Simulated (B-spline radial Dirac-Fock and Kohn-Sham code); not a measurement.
**Anomalous scattering factors of Ne, 520.4 eV to 6.4039 keV**

These are calculated numbers from a radial B-spline solver; the model is the dispersion relation over Dirac-Hartree-Slater subshell photoionisation cross sections, with the Kissel-Pratt high-energy constant (isolated atom, no bound-bound lines or fine structure). The forward scattering factor is f₀ + f′ + i f″.

Edges near this range: K 870.2 eV.

```
hν (eV)  λ (Å)  f′ (e)  f″ (e)  tabulated f′  tabulated f″
  520.4  23.82  -1.673   0.654             –          0.60
  540.7  22.93  -1.723   0.616             –          0.56
  579.3  21.40  -1.830   0.553             –          0.50
  661.3  18.75  -2.120   0.448             –          0.41
  890.7  13.92  -4.459   4.196             –          4.15
  972.1  12.75  -1.958   3.907             –          3.72
   1000  12.40  -1.570   3.727         -1.41          3.58
   1231  10.07  -0.267   2.703         -0.24          2.60
 1253.6  9.890  -0.204   2.627         -0.18          2.53
 1486.9  8.338   0.179   2.004          0.18          1.91
   2000  6.199   0.395   1.219          0.38          1.15
   2805  4.420       ?       ?             ?             ?
 2984.4  4.154   0.355   0.596          0.35          0.57
   3294  3.764   0.328   0.496          0.32          0.48
   3565  3.478   0.304   0.428          0.30          0.41
   4000  3.100   0.270   0.344          0.26          0.33
   4213  2.943   0.255   0.312          0.25          0.29
   4225  2.935   0.254   0.310          0.25          0.29
 4510.9  2.749   0.236   0.273          0.23          0.26
   5051  2.455   0.205   0.219          0.20          0.21
 5414.7  2.290   0.187   0.191          0.18          0.18
   6000  2.066   0.163   0.156          0.16          0.15
 6403.9  1.936   0.149   0.137          0.15          0.13
```

**Question.** What are f′ and f″ at 2805 eV?

**Answer.** f′ = 0.371 and f″ = 0.668 electrons (tables: 0.36 and 0.64). By the optical theorem f″ corresponds to a photoabsorption cross section 2 rₑ λ f″ = 16600 b.

Tabulated f′: xraylib 4.2 anomalous scattering factors (Cullen et al., EPDL97); f″: Chantler's tables (J. Phys. Chem. Ref. Data 1995 and 2000). Both are theoretical tables.
